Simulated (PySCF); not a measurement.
PySCF input (HF/def2-TZVPD):

```python
from pyscf import gto, scf, dft

mol = gto.M(
    atom='''
    Si   -0.00000000   -0.00000000   -1.18991524
    C     0.00000000    0.00000000    0.65490404
    N     0.00000000    0.00000000    1.81848417
    ''',
    basis='def2-tzvpd',
    charge=0,
    spin=1,
    symmetry='C2v',
    verbose=4,
)

mf = scf.UHF(mol).density_fit(auxbasis='def2-universal-jkfit')
mf.conv_tol = 1e-9
mf.max_cycle = 100
mf.max_memory = 1500
mf.kernel()
if not mf.converged:
    mf = mf.newton()
    mf.kernel(mf.make_rdm1())
mf.analyze()
```

Output:

```
PySCF version 2.14.0

[INPUT] verbose = 4
[INPUT] num. atoms = 3
[INPUT] num. electrons = 27
[INPUT] charge = 0
[INPUT] spin (= nelec alpha-beta = 2S) = 1
[INPUT] symmetry C2v subgroup None
[INPUT] Mole.unit = angstrom
[INPUT] Symbol           X                Y                Z      unit          X                Y                Z       unit  Magmom
[INPUT]  1 Si     0.000000000000   0.000000000000  -1.189915240000 AA    0.000000000000   0.000000000000  -2.248613915046 Bohr   0.0
[INPUT]  2 C      0.000000000000   0.000000000000   0.654904040000 AA    0.000000000000   0.000000000000   1.237589273471 Bohr   0.0
[INPUT]  3 N      0.000000000000   0.000000000000   1.818484170000 AA    0.000000000000   0.000000000000   3.436437043157 Bohr   0.0

nuclear repulsion = 60.4340861502202
point group symmetry = Coov, use subgroup C2v
symmetry origin: [0.00000000e+00 0.00000000e+00 4.89929006e-09]
symmetry axis x: [1. 0. 0.]
symmetry axis y: [0. 1. 0.]
symmetry axis z: [0. 0. 1.]
num. orbitals of irrep A1 = 53
num. orbitals of irrep A2 = 12
num. orbitals of irrep B1 = 26
num. orbitals of irrep B2 = 26
number of shells = 41
number of NR pGTOs = 173
number of NR cGTOs = 117
basis = def2-tzvpd
ecp = {}

******** <class 'pyscf.df.df_jk.DFSymAdaptedUHF'> ********
method = DFSymAdaptedUHF
initial guess = minao
damping factor = 0
level_shift factor = 0
DIIS = <class 'pyscf.scf.diis.CDIIS'>
diis_start_cycle = 1
diis_space = 8
diis_damp = 0
SCF conv_tol = 1e-09
SCF conv_tol_grad = None
SCF max_cycles = 100
direct_scf = False
number electrons alpha = 14  beta = 13
Freeze 0 electrons in irreps []
    27 free electrons in irreps A1 A2 B1 B2
Set gradient conv threshold to 3.16228e-05
******** <class 'pyscf.df.df.DF'> ********
auxbasis = def2-universal-jkfit
init E= -381.29637929006
alpha HOMO (B1) = -0.0862182240104676  LUMO (B2) = -0.0862182240104694
beta  HOMO (A1) = -0.286554621186703  LUMO (B2) = -0.0862182240104694

WARN: HOMO -0.0862182240104676 >= LUMO -0.0862182240104694

WARN: alpha-B1 HOMO -0.0862182240104676 > system LUMO -0.0862182240104694

WARN: alpha-B2 LUMO -0.0862182240104694 < system HOMO -0.0862182240104676

WARN: beta-B1 LUMO -0.0862182240104676 < system HOMO -0.0862182240104676
[...]
beta  HOMO (A1) = -0.430299127740149  LUMO (B2) = -0.0151562185065863
  HOMO = -0.327207394868  LUMO = -0.0313079458218  gap/eV = 8.05183
Extra cycle  E= -381.223151761671  delta_E= -1.09e-10  |g|= 5.93e-06  |ddm|= 8.42e-06
converged SCF energy = -381.223151761671  <S^2> = 0.89780319  2S+1 = 2.1427115
**** SCF Summaries ****
Total Energy =                        -381.223151761671488
Nuclear Repulsion Energy =              60.434086150220210
One-electron Energy =                 -645.397411735294895
Two-electron Energy =                  203.740173823403211
Two-electron Coulomb Energy =          235.814352441273883
DFT Exchange-Correlation Energy =      -32.074178617870672
HOMO-LUMO gap [eV] =                     8.051834131092663
Wave-function symmetry = B1
alpha occupancy for each irrep:     A1   A2   B1   B2
                                     9    0    3    2
beta  occupancy for each irrep:     A1   A2   B1   B2
                                     9    0    2    2
**** MO energy ****
alpha MO #1 (A1 #1), energy= -68.8489626750028 occ= 1
alpha MO #2 (A1 #2), energy= -15.6048480904461 occ= 1
alpha MO #3 (A1 #3), energy= -11.2532004424926 occ= 1
alpha MO #4 (A1 #4), energy= -6.19520346703045 occ= 1
alpha MO #5 (B1 #1), energy= -4.30515413546705 occ= 1
alpha MO #6 (B2 #1), energy= -4.29443337089583 occ= 1
alpha MO #7 (A1 #5), energy= -4.29439659458203 occ= 1
alpha MO #8 (A1 #6), energy= -1.24420413428031 occ= 1
alpha MO #9 (A1 #7), energy= -0.785837451131847 occ= 1
alpha MO #10 (A1 #8), energy= -0.600795474259179 occ= 1
alpha MO #11 (B1 #2), energy= -0.526153392131918 occ= 1
alpha MO #12 (B2 #2), energy= -0.502544453430329 occ= 1
alpha MO #13 (A1 #9), energy= -0.460048838382583 occ= 1
alpha MO #14 (B1 #3), energy= -0.3272073948677 occ= 1
alpha MO #15 (B2 #3), energy= -0.0313079458218235 occ= 0
alpha MO #16 (A1 #10), energy= 0.0630760359583758 occ= 0
alpha MO #17 (A1 #11), energy= 0.0808407041504653 occ= 0
alpha MO #18 (B1 #4), energy= 0.126261237799474 occ= 0
alpha MO #19 (A1 #12), energy= 0.135261875869836 occ= 0
alpha MO #20 (A2 #1), energy= 0.136800685395831 occ= 0
alpha MO #21 (B2 #4), energy= 0.138809621881567 occ= 0
alpha MO #22 (A1 #13), energy= 0.139730514686896 occ= 0
alpha MO #23 (B2 #5), energy= 0.186364829559434 occ= 0
alpha MO #24 (B1 #5), energy= 0.188267203349706 occ= 0
alpha MO #25 (A1 #14), energy= 0.20142370029005 occ= 0
alpha MO #26 (A1 #15), energy= 0.226455345138132 occ= 0
alpha MO #27 (B1 #6), energy= 0.248680308894209 occ= 0
alpha MO #28 (B2 #6), energy= 0.271435004360312 occ= 0
alpha MO #29 (A1 #16), energy= 0.300385365127969 occ= 0
alpha MO #30 (A2 #2), energy= 0.317135007067556 occ= 0
alpha MO #31 (A1 #17), energy= 0.318040062218675 occ= 0
alpha MO #32 (B1 #7), energy= 0.327742021624085 occ= 0
alpha MO #33 (B2 #7), energy= 0.332959133007916 occ= 0
alpha MO #34 (A1 #18), energy= 0.393530266075933 occ= 0
alpha MO #35 (A1 #19), energy= 0.415472131958003 occ= 0
alpha MO #36 (A2 #3), energy= 0.41553910651855 occ= 0
alpha MO #37 (A1 #20), energy= 0.418896953982603 occ= 0
alpha MO #38 (B1 #8), energy= 0.480998845823018 occ= 0
alpha MO #39 (B2 #8), energy= 0.487127905743153 occ= 0
alpha MO #40 (A1 #21), energy= 0.554380866234306 occ= 0
alpha MO #41 (A2 #4), energy= 0.554408516284591 occ= 0
alpha MO #42 (B2 #9), energy= 0.572604230963399 occ= 0
alpha MO #43 (B1 #9), energy= 0.580475973271154 occ= 0
alpha MO #44 (A1 #22), energy= 0.583012852307999 occ= 0
alpha MO #45 (B1 #10), energy= 0.653066155263323 occ= 0
alpha MO #46 (B2 #10), energy= 0.656335655284988 occ= 0
alpha MO #47 (A1 #23), energy= 0.659167344680561 occ= 0
alpha MO #48 (A1 #24), energy= 0.666944385510397 occ= 0
alpha MO #49 (A1 #25), energy= 0.732074733432832 occ= 0
alpha MO #50 (A1 #26), energy= 0.853833295063659 occ= 0
alpha MO #51 (B1 #11), energy= 0.865505940151518 occ= 0
alpha MO #52 (B2 #11), energy= 0.867795868359577 occ= 0
alpha MO #53 (A1 #27), energy= 1.00334767050484 occ= 0
alpha MO #54 (A2 #5), energy= 1.00337069999813 occ= 0
alpha MO #55 (A1 #28), energy= 1.05135448787303 occ= 0
alpha MO #56 (A1 #29), energy= 1.09712559988959 occ= 0
alpha MO #57 (B2 #12), energy= 1.11136937447479 occ= 0
alpha MO #58 (B1 #12), energy= 1.11444469569914 occ= 0
alpha MO #59 (B2 #13), energy= 1.15717435672177 occ= 0
alpha MO #60 (B1 #13), energy= 1.15717726345241 occ= 0
alpha MO #61 (A1 #30), energy= 1.23295300375428 occ= 0
alpha MO #62 (A2 #6), energy= 1.23302357751891 occ= 0
alpha MO #63 (A1 #31), energy= 1.31225730325178 occ= 0
alpha MO #64 (A2 #7), energy= 1.31253067596438 occ= 0
alpha MO #65 (A1 #32), energy= 1.34903119001905 occ= 0
alpha MO #66 (B2 #14), energy= 1.3561870301718 occ= 0
alpha MO #67 (B1 #14), energy= 1.36110182357919 occ= 0
alpha MO #68 (B2 #15), energy= 1.50201378246585 occ= 0
alpha MO #69 (B1 #15), energy= 1.50231931968087 occ= 0
alpha MO #70 (A1 #33), energy= 1.59463719422376 occ= 0
alpha MO #71 (A2 #8), energy= 1.62479414878509 occ= 0
alpha MO #72 (A1 #34), energy= 1.62482303580251 occ= 0
alpha MO #73 (B2 #16), energy= 1.68301317812488 occ= 0
alpha MO #74 (B1 #16), energy= 1.68818209154418 occ= 0
alpha MO #75 (A1 #35), energy= 1.78937279178377 occ= 0
alpha MO #76 (A1 #36), energy= 1.84930535102795 occ= 0
alpha MO #77 (B2 #17), energy= 1.9501545905264 occ= 0
alpha MO #78 (B1 #17), energy= 1.95683840731496 occ= 0
alpha MO #79 (A1 #37), energy= 2.02545292373138 occ= 0
alpha MO #80 (B2 #18), energy= 2.16330986760687 occ= 0
alpha MO #81 (B1 #18), energy= 2.16708237832585 occ= 0
alpha MO #82 (A1 #38), energy= 2.34704178698311 occ= 0
alpha MO #83 (A1 #39), energy= 2.70943070131663 occ= 0
alpha MO #84 (A1 #40), energy= 2.84835287645762 occ= 0
alpha MO #85 (B1 #19), energy= 2.88534817677738 occ= 0
alpha MO #86 (B2 #19), energy= 2.88789307187005 occ= 0
alpha MO #87 (B1 #20), energy= 2.95635823872109 occ= 0
alpha MO #88 (B2 #20), energy= 2.95635826451312 occ= 0
alpha MO #89 (A2 #9), energy= 3.16929021942489 occ= 0
alpha MO #90 (A1 #41), energy= 3.1692951052438 occ= 0
alpha MO #91 (A1 #42), energy= 3.44674281642709 occ= 0
alpha MO #92 (A2 #10), energy= 3.44674532472656 occ= 0
alpha MO #93 (B2 #21), energy= 3.45258983730049 occ= 0
alpha MO #94 (B1 #21), energy= 3.45683809759552 occ= 0
alpha MO #95 (A1 #43), energy= 3.71767069517498 occ= 0
alpha MO #96 (B2 #22), energy= 3.71963335659085 occ= 0
alpha MO #97 (B1 #22), energy= 3.72303282291894 occ= 0
alpha MO #98 (A1 #44), energy= 3.96119541880917 occ= 0
alpha MO #99 (B1 #23), energy= 4.30659180635356 occ= 0
alpha MO #100 (B2 #23), energy= 4.30659180729738 occ= 0
alpha MO #101 (A1 #45), energy= 4.57547016165941 occ= 0
alpha MO #102 (A2 #11), energy= 4.87070743565445 occ= 0
[...]
```

It need not be the lowest isomer of its formula.

The determinant is spin-contaminated: <S^2> is 0.90 against 0.75 for a pure state.
